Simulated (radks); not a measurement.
Task: All-electron atom: the praseodymium ion Pr46+ in [Ne] 3s1 3p1 4p1 (not the ground configuration). Calculated with a radial shooting solver on a logarithmic mesh with Libxc functionals: scalar-relativistic Kohn-Sham, PBE, spin-polarised, spherical densities, finite nucleus; open shells are filled with parallel spins first (spin-orbit coupling, left out, can overturn this in heavy ions); Fermi nuclear charge, rms radius 4.8919 fm. Some entries of the table are withheld. Estimate them.

orbital,occ.,eigenvalue (eV),<1/r> (bohr^-1),<r^2> (bohr^2)
1s up,1,-45020.64,64.71,0.0007885
1s down,1,-45013.57,64.71,0.0007885
2s up,1,-9757.646,15.17,0.01212
2s down,1,-9750.385,15.18,0.01210
2p up,3,-9084.042,14.31,0.009598
2p down,3,-9076.136,14.32,0.009586
3s up,1,-3948.484,6.211,(1)
3s down,0,-3914.434,6.226,(2)
3p up,1,-3742.846,5.935,0.06439
3d up,0,-3529.060,5.665,(3)
3d down,0,-3502.627,5.692,(4)
4s up,0,-2110.594,3.332,0.2291
4p up,1,-2025.808,3.218,0.2286
4f up,0,-1894.038,3.033,0.1543
5p up,0,-1265.656,2.020,0.5925

Result: 
(1) 3s up <r^2> (bohr^2): 0.06758
(2) 3s down <r^2> (bohr^2): 0.06730
(3) 3d up <r^2> (bohr^2): 0.04958
(4) 3d down <r^2> (bohr^2): 0.04910
